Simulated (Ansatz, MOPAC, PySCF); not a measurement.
Complex: CH6AlN (SMILES C[NH][AlH2]) (first 9 atoms) with NH3 (SMILES N); geometry from B3LYP-D3(BJ)/def2-TZVP, rigid monomers moved along the line of their centres of mass till H4···N10 is 2.73 Å.
(charge 0, multiplicity 1):
```xyz
13

C     -0.501    -0.407     1.562
N     -0.353     0.288     0.291
Al     0.817    -0.009    -1.006
H     -0.356     0.258     2.420
H      0.246    -1.200     1.636
H     -1.485    -0.876     1.665
H     -1.035     1.026     0.187
H      0.736     0.912    -2.284
H      1.861    -1.172    -0.790
N     -0.060     0.148     5.136
H      0.455    -0.570     4.638
H     -1.025     0.091     4.833
H      0.301     1.045     4.829
```

Counterpoise-corrected where a basis set is named; no monomer relaxation. Rows marked so take none.

Frozen-core correlation. Rows in 3-21G, 6-31G* carry no dispersion term and start afresh at each structure (6-31G* with six Cartesian d functions). MP2/6-31G* freezes PySCF's default core. The state that AM1, PM7 reach isn't checked; PM7 holds dispersion and hydrogen-bond terms.

Run with Ansatz (a quantum-chemistry and plane-wave program) with Gaussian orbitals; MOPAC for AM1, PM7 (differences of heats of formation); PySCF for 3-21G rows, 6-31G* rows, the dispersion terms. Each number belongs to the level named beside it.

Other levels give for the interaction energy: PBE/def2-TZVPPD 1.7; B3LYP/def2-TZVPPD 4.3; B3LYP-D3(BJ)/def2-TZVPPD 0.0; wB97M-V/def2-TZVPPD 0.5; CCSD(T)/aug-cc-pV(D+d)Z 1.5 kJ/mol.

Problem. What do these common cheap choices give for the same quantity: AM1, PM7, HF/3-21G (no counterpoise), HF/6-31G*, HF/6-31G* (no counterpoise), B3LYP/3-21G (no counterpoise), MP2/6-31G*, MP2/6-31G* (no counterpoise)?

Solution. AM1 0.8; PM7 2.2; HF/3-21G (no counterpoise) -3.0; HF/6-31G* 6.1; HF/6-31G* (no counterpoise) 2.2; B3LYP/3-21G (no counterpoise) -9.4; MP2/6-31G* 4.9; MP2/6-31G* (no counterpoise) -2.4 kJ/mol. They span -9.4 to 6.1 kJ/mol.
